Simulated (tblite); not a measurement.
Compound: C4H12BrFSi2.
Numbering: `[CH3:1][SiH2:2][CH2:3][C@H:4]([CH2:5][F:6])[SiH2:7][Br:8]` (hydrogens: H9, H10, H11 on C1; H12, H13 on Si2; H14, H15 on C3; H16 on C4; H17, H18 on C5; H19, H20 on Si7)

Computed with GFN2-xTB (tblite), gas phase: L-BFGS steps from a force-field or distance-geometry start until the largest atomic force falls under 0.01 eV/Å.

Step 0: E = -734.6379 eV
```
atom  x, y, z in Å  |  force x, y, z in eV/Å
C1      3.2419   -0.6515   -0.2385    0.224  -0.548   0.272
Si2     1.7101    0.3313   -0.6473   -0.146   0.982  -0.267
C3      0.1842   -0.4515    0.1276   -0.858   0.274  -0.043
C4     -1.1803    0.2639   -0.1709    0.259  -0.523   0.784
C5     -1.3054    1.5901    0.5937    0.115  -0.235  -1.055
F6     -1.1445    1.3790    1.9166   -0.006  -0.032   0.730
Si7    -2.6868   -0.8543    0.2264   -0.060   0.348   0.979
Br8    -2.7536   -2.4830   -1.2700   -0.001   0.033   0.058
H9      3.1600   -1.6764   -0.6128    0.113   0.207   0.096
H10     4.1180   -0.1964   -0.6822    0.080  -0.030   0.003
H11     3.3924   -0.7031    0.8416    0.074  -0.032  -0.175
H12     1.8482    1.7144   -0.1372    0.040  -0.126  -0.060
H13     1.5182    0.4016   -2.0972   -0.038  -0.003  -0.119
H14     0.3340   -0.5323    1.2048   -0.221   0.031   0.039
H15     0.1426   -1.4676   -0.2550   -0.209  -0.238  -0.016
H16    -1.2553    0.4753   -1.2239    0.246   0.306  -0.556
H17    -2.2810    2.0665    0.4425   -0.102  -0.148   0.055
H18    -0.5447    2.3046    0.2687    0.206  -0.018   0.069
H19    -3.9335   -0.0540    0.1166    0.345  -0.369  -0.096
H20    -2.5695   -1.4458    1.5933   -0.060   0.119  -0.696
```

Task: Estimate the geometry and energy of step 1. (The exact step hangs on the optimiser's Hessian estimate; all steps are aligned on step 0, rigid shifts and turns removed.)

Result: E = -734.7089 eV, largest force 0.593 eV/Å
```
atom  x, y, z in Å  |  force x, y, z in eV/Å
C1      3.2451   -0.6593   -0.2346   -0.012  -0.004   0.022
Si2     1.7080    0.3453   -0.6512   -0.070   0.406  -0.092
C3      0.1719   -0.4476    0.1269   -0.280   0.022  -0.010
C4     -1.1766    0.2564   -0.1597   -0.057  -0.195  -0.080
C5     -1.3038    1.5868    0.5786    0.103  -0.188  -0.122
F6     -1.1446    1.3785    1.9270   -0.074   0.083   0.065
Si7    -2.6877   -0.8493    0.2404   -0.014   0.206   0.556
Br8    -2.7536   -2.4825   -1.2691    0.006   0.143   0.161
H9      3.1616   -1.6735   -0.6114    0.083  -0.033   0.020
H10     4.1191   -0.1968   -0.6822    0.026  -0.082   0.044
H11     3.3935   -0.7035    0.8391    0.098  -0.059   0.020
H12     1.8488    1.7126   -0.1380    0.061   0.073   0.003
H13     1.5176    0.4015   -2.0989   -0.043   0.017  -0.161
H14     0.3308   -0.5319    1.2054   -0.218   0.039  -0.024
H15     0.1396   -1.4710   -0.2552   -0.202  -0.049   0.028
H16    -1.2518    0.4797   -1.2319    0.226   0.106   0.017
H17    -2.2825    2.0644    0.4433   -0.025  -0.184   0.007
H18    -0.5417    2.3044    0.2697    0.204  -0.031   0.030
H19    -3.9286   -0.0593    0.1153    0.229  -0.276  -0.087
H20    -2.5704   -1.4441    1.5834   -0.041   0.006  -0.397
```

The energy changes by -0.0711 eV. The first-order estimate −F·Δx gives -0.1096 eV and the mean of the old and new forces, exact on a quadratic surface, -0.0714 eV. The step makes an angle of 0° with the force vector and moves no atom by more than 0.016 Å.

What follows is the cost of the whole relaxation. The run took 1.0 s of wall time on one thread, Arm Neoverse N1 (aarch64), shared host with 64 logical CPUs at a one-minute load of 63.
